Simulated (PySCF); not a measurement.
Lowest triplet excitation (TDA) (eV) of eight silicon and germanium compounds: TDA-PBE beside TDA-M06-2X, computed with PySCF for isolated molecules in the bases named; differences from unrounded values. The eight are the first of their class met in an unordered collection, after screening for sound electronic states; none was chosen by its value. Each molecule has one DFT geometry for both levels.

| molecule | basis | TDA-M06-2X | TDA-PBE | difference |
|---|---|---|---|---|
| GeF2Cl2, SMILES [F][Ge]([F])([Cl])[Cl] | def2-SVPD | 6.43 | 5.06 | -1.37 |
| C₄H₃FSi, SMILES C#C[SiH](C#C)F | def2-SVPD | 4.99 | 4.61 | -0.38 |
| C3H11NSi2, SMILES N1([C@H]([SiH3])CC1)[SiH3] | def2-SVPD | 5.25 | 4.38 | -0.87 |
| CH7FOSi2, SMILES F[Si@H](C)O[SiH3] | def2-SVPD | 7.38 | 6.32 | -1.06 |
| Ge(F)(Cl)2(NH2) (Cl2FGeH2N), SMILES [NH2][Ge]([Cl])([F])[Cl] | def2-SVPD | 6.13 | 4.55 | -1.58 |
| H7NO2Si2, SMILES N[Si](O)(O)[SiH3] | def2-SVPD | 6.20 | 5.35 | -0.85 |
| C5H12Si, SMILES C[C@@H]1C[C@@]1(C)[SiH3] | def2-SVPD | 7.11 | 6.12 | -1.00 |
| CH10FNSi3, SMILES F[SiH2]C[SiH2]N[SiH3] | def2-SVPD | 5.96 | 5.06 | -0.91 |

TDA-PBE lies below TDA-M06-2X in 8 and above it in 0 of the eight; the mean signed difference is -1.00 and the largest -1.58 eV.
